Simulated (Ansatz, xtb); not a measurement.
FH7Si2Sn: where a starting geometry ends

The starting geometry of this gas-phase singlet has its atoms placed at random.

```yaml
atoms:
  - { symbol: F, position_ang: [-0.0176, -0.2860, -0.1805] }
  - { symbol: Si, position_ang: [1.3591, 0.9330, 1.4564] }
  - { symbol: Si, position_ang: [-0.3227, 0.9940, -0.9204] }
  - { symbol: Sn, position_ang: [0.3489, -1.3548, 1.5206] }
  - { symbol: H, position_ang: [0.4897, 2.2409, 0.0617] }
  - { symbol: H, position_ang: [-0.8137, -1.1660, -0.5001] }
  - { symbol: H, position_ang: [1.5466, -0.7444, -0.0118] }
  - { symbol: H, position_ang: [-0.8815, 2.0556, -0.3421] }
  - { symbol: H, position_ang: [0.0748, 1.0007, 1.7607] }
  - { symbol: H, position_ang: [-0.4281, 2.1203, -1.5561] }
  - { symbol: H, position_ang: [-1.5384, -1.7925, 0.3506] }
```

**Question.** Guess where an optimisation with r2SCAN-D4/def2-SVP ends from this start.

**Answer.** It falls apart into H2SiSn + FH3Si + H2. Distances that change by over a tenth: Si2–H9 (1.32 → 1.63 Å), Si3–H8 (1.33 → 1.49 Å), Si3–H10 (1.30 → 1.49 Å). Contacts that open: F1–Sn4 (2.04 → 3.32 Å). Contacts that close: Si2–H7 (2.24 → 1.64 Å), Si3–H5 (1.78 → 1.49 Å), Sn4–H9 (2.38 → 2.06 Å), H6–H11 (1.28 → 0.76 Å).

The energy falls by 14.74 eV over 29 steps:

```
step  E − E(last) (eV)
   1            14.736
   4             4.045
   7             0.950
  10             0.232
  13             0.047
  17             0.013
  20             0.005
  23             0.002
  26             0.001
  29             0.000
```

Final geometry (Å):

```xyz
11

F     0.0752   -0.0531   -0.9681
Si    1.4898    0.7201    2.6469
Si   -0.2566    1.5515   -1.0353
Sn    1.5987   -1.5395    1.5794
H     1.0195    2.3023   -0.9093
H    -1.8894   -1.3757   -0.3535
H     2.1687    0.3922    1.1905
H    -1.1941    1.8915    0.0666
H     0.2392   -0.0267    1.9055
H    -0.8840    1.8089   -2.3600
H    -2.5498   -1.6709   -0.1236
```

From the same start GFN2-xTB ends elsewhere, in pieces: H2SiSn + FH3Si + H2.

From so rough a start the end depends on the optimiser's path, so another program may land elsewhere. The end wasn't checked by frequencies. Atoms past krypton carry core potentials, without spin–orbit terms. Run with Ansatz 0.2.0, 52 s on 2 threads of Intel(R) Xeon(R) 6975P-C (Granite Rapids), with other jobs on the host.
